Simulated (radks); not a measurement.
Species: Bi II. Configuration: [Xe] 4f14 5d9 6s2 6p3 (not the ground configuration).

Calculated with a radial shooting solver on a logarithmic mesh with Libxc functionals: scalar-relativistic Kohn-Sham, BLYP, spin-polarised, spherical densities, finite nucleus; open shells are filled with parallel spins first (spin-orbit coupling, left out, can overturn this in heavy ions); Fermi nuclear charge, rms radius 5.5211 fm.

Energy parts (eV):
part                       energy
total                  -585703.14
kinetic                 663856.54
electron-nucleus      -1462475.72
Hartree                 223664.84
exchange-correlation    -10748.80

Orbitals (lengths in bohr, moments of r in powers of bohr):
| orbital | occ. | eigenvalue (eV) | <r> |
|---|---|---|---|
| 1s up | 1 | -90639.85 | 0.01580 |
| 1s down | 1 | -90639.80 | 0.01580 |
| 2s up | 1 | -16299.19 | 0.06649 |
| 2s down | 1 | -16299.06 | 0.06649 |
| 2p up | 3 | -13951.37 | 0.06054 |
| 2p down | 3 | -13951.23 | 0.06054 |
| 3s up | 1 | -3945.202 | 0.1716 |
| 3s down | 1 | -3945.123 | 0.1716 |
| 3p up | 3 | -3274.078 | 0.1737 |
| 3p down | 3 | -3273.990 | 0.1737 |
| 3d up | 5 | -2598.320 | 0.1575 |
| 3d down | 5 | -2598.201 | 0.1575 |
| 4s up | 1 | -916.1971 | 0.3771 |
| 4s down | 1 | -916.0283 | 0.3771 |
| 4p up | 3 | -696.1827 | 0.4026 |
| 4p down | 3 | -696.0182 | 0.4026 |
| 4d up | 5 | -444.2586 | 0.4225 |
| 4d down | 5 | -444.0702 | 0.4224 |
| 5s up | 1 | -171.7727 | 0.8290 |
| 5s down | 1 | -170.9747 | 0.8284 |
| 4f up | 7 | -166.8331 | 0.4409 |
| 4f down | 7 | -166.6064 | 0.4406 |
| 5p up | 3 | -109.6197 | 0.9433 |
| 5p down | 3 | -108.7215 | 0.9423 |
| 5d up | 5 | -39.9674 | 1.210 |
| 5d down | 4 | -38.8771 | 1.204 |
| 6s up | 1 | -24.8328 | 2.061 |
| 6s down | 1 | -23.1158 | 2.058 |
| 6p up | 3 | -13.3151 | 2.646 |
| 6p down | 0 | -11.6353 | 2.715 |

The highest occupied level is 6p up at -13.315 eV. Spin moment in Bohr magnetons: 4. The spin density at the nucleus is -13.953 e/bohr^3 (1s -1.221, 2s -0.971, 3s 0.439, 4s 1.640, 5s -6.666, 6s -7.173). The density falls to 0.001 e/bohr^3 at r = 4.38 bohr. The electron density at the nucleus is 3.215e+06 e/bohr^3 (large components only).
